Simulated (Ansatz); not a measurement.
```xyz
8

Si    1.024    0.523    0.659
Ge   -0.817   -0.417   -0.527
Cl   -2.680   -0.028    0.458
Cl   -0.980    0.376   -2.511
Cl   -0.640   -2.544   -0.715
H     1.039   -0.093    2.006
H     0.801    1.986    0.732
H     2.253    0.197   -0.102
```

Charge 0, multiplicity 1.

List the PBE/def2-TZVPP orbital energies in eV (Ansatz 0.2.0). (An estimate is asked.)

The calculation gave: Occupied: -10806.58, -2739.24, -2739.24, -2739.24, -1780.60, -1339.82, -1193.25, -1193.25, -1193.23, -249.80, -249.80, -249.80, -190.51, -190.51, -190.51, -190.32, -190.32, -190.32, -190.32, -190.32, -190.32, -164.46, -138.37, -115.92, -115.92, -115.83, -95.14, -95.08, -95.08, -31.75, -31.75, -31.64, -31.64, -31.63, -21.26, -20.34, -20.34, -14.72, -13.11, -10.29, -10.29, -9.51, -9.38, -9.38, -8.38, -8.38, -7.94, -7.94, -7.71, -7.47. Lowest empty: -2.42, -1.53, -1.53, -0.41, 0.17, 0.29, 0.29, 2.69.
